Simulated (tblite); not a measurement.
Species: C6H8NOSi (doublet state).
Structure used (GFN2-xTB), in Å, numbered top down from 1:
```
atom  x, y, z in Å
C1    -2.772    0.457   -0.945
Si2   -1.976    0.524    0.777
C3    -0.218   -0.098    0.660
C4     0.513   -1.006    1.399
C5     1.797   -1.067    0.871
C6     1.806   -0.165   -0.220
C7     2.844    0.208   -0.986
N8     3.679    0.202   -1.871
O9     0.575    0.425   -0.324
H10   -2.181    1.011   -1.669
H11   -2.857   -0.564   -1.305
H12   -3.769    0.887   -0.933
H13   -1.990    1.911    1.266
H14   -2.674   -0.346    1.730
H15    0.139   -1.565    2.234
H16    2.626   -1.667    1.185
H17    4.451    0.865   -1.878
```

All values are computed: GFN2-xTB (tblite) harmonic vibrations without scaling, gas phase. The method is semi-empirical: single wavenumbers can be off by several per cent or more. Modes of hydrogen on silicon can be 10 to 20 % off. One conformer, not necessarily the lowest. Open shells enter through the occupations alone, without spin polarisation, and single modes of such species can be off by tens of per cent.

Harmonic wavenumbers (cm⁻¹): 25.1, 73.5, 96.7, 122.9, 138.0, 181.5, 229.0, 258.1, 417.6, 455.6, 477.8, 546.8, 567.8, 582.3, 602.6, 641.5, 682.1, 729.0, 754.9, 775.7, 827.0, 835.1, 841.6, 913.4, 928.5, 1033.5, 1044.6, 1139.8, 1182.8, 1227.7, 1358.3, 1368.6, 1371.8, 1459.4, 1483.9, 1485.8, 2095.0, 2192.6, 2234.5, 3033.0, 3036.5, 3041.1, 3168.2, 3183.3, 3253.9.

A = 3061, B = 744.5, C = 626.7 MHz; mass 138.038 u (most abundant isotopes); point group C1, symmetry number 1; spin multiplicity 2.

Problem. What is the zero-point energy?

Solution. ½Σν̃ = 26049 cm⁻¹ = 311.62 kJ/mol.

Problem. Entropy at 500 K, 1 bar (ideal gas, RRHO, classical rotation)?

Solution. Translation 181.06, rotation 131.13, vibration 223.64, spin (R ln 2) 5.76: S = 541.6 J/(mol K).

Problem. And Cp and H(500 K) − H(0)?

Solution. Cp = 237.24 J/(mol K), of which vibrations give 203.98 (their classical limit is 45 R = 374.2); H(500 K) − H(0) = 71.97 kJ/mol without the zero-point energy, 55.34 from vibrations.

Problem. Which modes carry the vibrational entropy at 500 K?

Solution. 25.1 cm⁻¹: 30.17; 73.5 cm⁻¹: 21.25; 96.7 cm⁻¹: 18.98; 122.9 cm⁻¹: 17.00; 138.0 cm⁻¹: 16.05; 181.5 cm⁻¹: 13.81 J/(mol K); the other 39 give 106.39 together.

Problem. What must be added to the electronic energy to get the Gibbs energy at 500 K and 1 bar?

Solution. ZPE + [H(500 K) − H(0)] − T·S = 311.62 + 71.97 − 270.79 = 112.80 kJ/mol.

Problem. Blend soft modes into free rotors: weight 1/[1 + (100 cm⁻¹/ν̃)⁴] for the oscillator and the rest for a rotor with moment μB/(μ + B), μ = h/(8π²ν), B = 10⁻⁴⁴ kg m². What vibrational entropy results?

Solution. 204.19 J/(mol K) in place of 223.64, which changes −T·S at 500 K by +9.73 kJ/mol.

Problem. How do the functions run with temperature in this model?

Solution. 
```
 T (K)  S (J/(mol K))  Cp (J/(mol K))  H − H(0) (kJ/mol)  G − H(0) (kJ/mol)  ln q(vib)
   150          346.4           102.7              10.44             -41.52       3.87
   250          409.2           147.3              22.93             -79.38       6.72
298.15          437.0           168.2              30.53             -99.76       8.07
   400          492.0           206.9              49.70            -147.11      10.88
   600          587.1           261.4              96.95            -255.29      16.20
   900          703.3           310.6             183.42            -449.51      23.48
```

q(vib) and H(0) count from the zero-point level.

Hindered rotation and anharmonicity are outside this model. Other conformers, if any are populated, would add a mixing term that is left out. The structure is chiral; the term R ln 2 for an equal mix with its mirror image is left out.
